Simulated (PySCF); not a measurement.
UHF on Xe⁺ (xenon, charge +1)

Configuration: [Kr] 4d10 5s2 5p5, 2P determinant. All numbers are calculated (PySCF 2.14, the spin-free X2C one-electron Hamiltonian (Gaussian nucleus), in x2c-QZVPPall with one added diffuse shell each of s, p, d, f type (14s10p8d5f1g, 128 functions)).

* Total energy: -7443.142556 hartree
* One-electron energy: -10176.8662 hartree
* Hartree (Coulomb) energy: 2919.4172 hartree
* Exchange energy: -185.6936 hartree
* ⟨S²⟩: 0.7603
* ⟨L²⟩: 2.043
* Sum of ⟨r⟩: 35.59 bohr
* Sum of ⟨r²⟩: 51.18 bohr²
* Traceless quadrupole moment −½Σ⟨3z² − r²⟩ along its main axis: 2.01 e·bohr²
* Langevin diamagnetic susceptibility: -40.5 ×10⁻⁶ cm³/mol

```csv
shell,electrons,mean orbital energy (hartree),spread (hartree),"rms radius, mean of both spins (bohr)"
1s α,1,-1276.53694,0,0.0305
1s β,1,-1276.53390,0,0.0305
2s α,1,-202.72088,0,0.124
2s β,1,-202.71958,0,0.124
2p α,3,-181.82271,0.00449,0.111
2p β,3,-181.81980,0.00184,0.111
3s α,1,-43.36640,0,0.326
3s β,1,-43.36300,0,0.326
3p α,3,-36.43680,0.01150,0.326
3p β,3,-36.43196,0.00005,0.326
3d α,5,-26.10577,0.00982,0.304
3d β,5,-26.10375,0.00602,0.304
4s α,1,-8.80275,0,0.762
4s β,1,-8.79380,0,0.762
4p α,3,-6.50729,0.02534,0.815
4p β,3,-6.49706,0.00052,0.815
4d α,5,-3.03910,0.02755,0.944
4d β,5,-3.03212,0.01447,0.944
5s α,1,-1.38523,0,1.98
5s β,1,-1.28555,0,1.98
5p α,3,-0.80857,0.06633,2.34
5p β,2,-0.76738,0,2.34
```

Densities and radii are taken from the X2C orbitals without a picture-change correction, which distorts them close to the nucleus.

Spin-orbit constants ζ (cm⁻¹) from the X2C one-electron operator on these orbitals: bare nucleus, nucleus screened by l(l+1)(2l+1)/3 electrons, and screened by the Breit-Pauli mean field of the electrons.

```
shell     bare  screened nucleus  mean field
   2p  1722000           1658000         n/a
   3p   331600            319300         n/a
   3d    50680             41300         n/a
   4p    63360             61010         n/a
   4d     7480              6095         n/a
   5p     6822              6569         n/a
```

To first order the Landé constant is A = -6569 cm⁻¹, so the lowest level has J = 3/2 and lies 0.407 eV below the centre of the term. First order in ζ underestimates the shift of the j = l − 1/2 level at high Z.
